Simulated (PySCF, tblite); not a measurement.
C₇H₁₁NOSi.
SMILES with atom numbers: `[CH3:1][C:2](=[O:3])[C@@H:4]1[CH2:5][C@:6]1([SiH3:7])[CH2:8][C:9]#[N:10]` (hydrogens: H11, H12, H13 on C1; H14 on C4; H15, H16 on C5; H17, H18, H19 on Si7; H20, H21 on C8)

Structure used (GFN2-xTB), in Å, numbered top down from 1:
```xyz
21
C7H11NOSi angstrom
C      2.673    0.441   -0.683
C      1.351   -0.166   -1.074
O      0.940   -0.165   -2.214
C      0.585   -0.745    0.056
C     -0.536   -1.706   -0.239
C     -0.875   -0.340    0.255
Si    -1.464   -0.111    2.044
C     -1.462    0.646   -0.744
C     -0.940    1.960   -0.481
N     -0.481    2.981   -0.242
H      3.174    0.842   -1.560
H      3.303   -0.310   -0.211
H      2.498    1.242    0.033
H      1.165   -0.901    0.957
H     -0.660   -2.554    0.419
H     -0.709   -1.928   -1.284
H     -1.072    1.216    2.509
H     -0.836   -1.157    2.852
H     -2.920   -0.269    2.039
H     -2.553    0.666   -0.662
H     -1.191    0.375   -1.770
```

The calculation used PBE0/pcSseg-1 in PySCF (dipole) on a GFN2-xTB geometry, gas phase.

Take the most abundant isotopes and a rigid rotor. The values belong to one conformer with, in the numbering `[CH3:1][C:2](=[O:3])[C@@H:4]1[CH2:5][C@:6]1([SiH3:7])[CH2:8][C:9]#[N:10]`, C1–C2–C4–C5 -163°, C5–C6–C8–C9 -142°.

**Question.** What are A, B and C (MHz)?

**Answer.** Ia = 348.28, Ib = 527.03, Ic = 658.56 u·Å²; 505379 MHz·u·Å²/I gives A = 1451, B = 958.9, C = 767.4 MHz.

**Question.** Classify the top.

**Answer.** An asymmetric top. Ray's parameter κ = (2B − A − C)/(A − C) = -0.440; −1 is the prolate and +1 the oblate limit.

**Question.** Is it planar, by Δ = Ic − Ia − Ib?

**Answer.** Not planar: Δ = Ic − Ia − Ib = -216.75 u·Å². For a rigid frame Δ = −2 Σ m c², so Σ m c² = 108.38 u·Å² lies off the ab plane: 26.42 from hydrogen and 81.96 from heavier atoms. The atom farthest from that plane is 2.06 Å away.

**Question.** Give the other two planar moments, Paa and Pbb, and the rms extents of the mass along the axes.

**Answer.** Paa = Σ m a² = (Ib + Ic − Ia)/2 = 418.65 and Pbb = Σ m b² = (Ia + Ic − Ib)/2 = 239.91 u·Å². With the mass M = 153.06 u, the rms extents √(P/M) along a, b and c are 1.65, 1.25, 0.84 Å.

**Question.** Where do the levels up to J = 3 lie, in K?

**Answer.** Above 0(0,0), as E/k:
J = 1: 1(0,1) 0.083, 1(1,1) 0.106, 1(1,0) 0.116
J = 2: 2(0,2) 0.246, 2(1,2) 0.263, 2(1,1) 0.291, 2(2,1) 0.361, 2(2,0) 0.364
J = 3: 3(0,3) 0.487, 3(1,3) 0.497, 3(1,2) 0.551, 3(2,2) 0.610, 3(2,1) 0.620, 3(3,1) 0.752, 3(3,0) 0.753
Those of J = 1 are B + C, A + C and A + B.

**Question.** Which lines would a microwave search look for?

**Answer.** The dipole components are |μa| = 1.64 D, |μb| = 3.79 D, |μc| = 0.26 D. The squared components, which scale the intensities, stand as 0.19 : 1.00 : 0.00 (a : b : c). Some lines, for components of 0.1 D or more:

```csv
type,branch,"J(Ka,Kc)",MHz,lower level (cm⁻¹)
c,Q,"2(1,2) ← 2(0,2)",347,0.171
c,Q,"1(1,1) ← 1(0,1)",492,0.058
a,Q,"2(1,1) ← 2(1,2)",575,0.183
b,Q,"1(1,0) ← 1(0,1)",684,0.058
b,Q,"2(1,1) ← 2(0,2)",921,0.171
c,Q,"2(2,1) ← 2(1,1)",1476,0.202
b,Q,"2(2,0) ← 2(1,1)",1522,0.202
a,R,"1(0,1) ← 0(0,0)",1726,0.000
b,Q,"2(2,1) ← 2(1,2)",2051,0.183
b,R,"1(1,1) ← 0(0,0)",2218,0.000
c,R,"1(1,0) ← 0(0,0)",2410,0.000
b,R,"2(0,2) ← 1(1,1)",2915,0.074
a,R,"2(1,2) ← 1(1,1)",3261,0.074
a,R,"2(0,2) ← 1(0,1)",3407,0.058
a,R,"2(1,1) ← 1(1,0)",3644,0.080
b,R,"2(1,2) ← 1(0,1)",3753,0.058
c,R,"2(1,1) ← 1(0,1)",4328,0.058
b,R,"2(2,1) ← 1(1,0)",5121,0.080
c,R,"2(2,0) ← 1(1,0)",5167,0.080
c,R,"2(2,1) ← 1(1,1)",5312,0.074
b,R,"2(2,0) ← 1(1,1)",5358,0.074
```

**Question.** Estimate the classical rotational partition function at 50 K, 200 K and 298.15 K.

**Answer.** Point group C1, symmetry number σ = 1; q = (√π/σ)·√((kT/h)³/(ABC)), k/h = 20836.6 MHz/K: 57700 at 50 K, 461000 at 200 K, 840000 at 298.15 K.

Its GFN2-xTB frequencies are all real (lowest 32 cm⁻¹). No vibrational averaging or centrifugal distortion is included, and the geometry carries the error of its method. A rigid rotor knows nothing of internal rotation, which can split or shift real lines. Quadrupole hyperfine structure (14N) is left out.

Time: 96 s wall; peak memory 1.1 GiB. Hardware: one thread of an Arm Neoverse N1, no GPU, shared host with 64 logical CPUs at a one-minute load of 47. This is the PBE0/pcSseg-1 job that gave the dipole, with the shieldings it also computed.
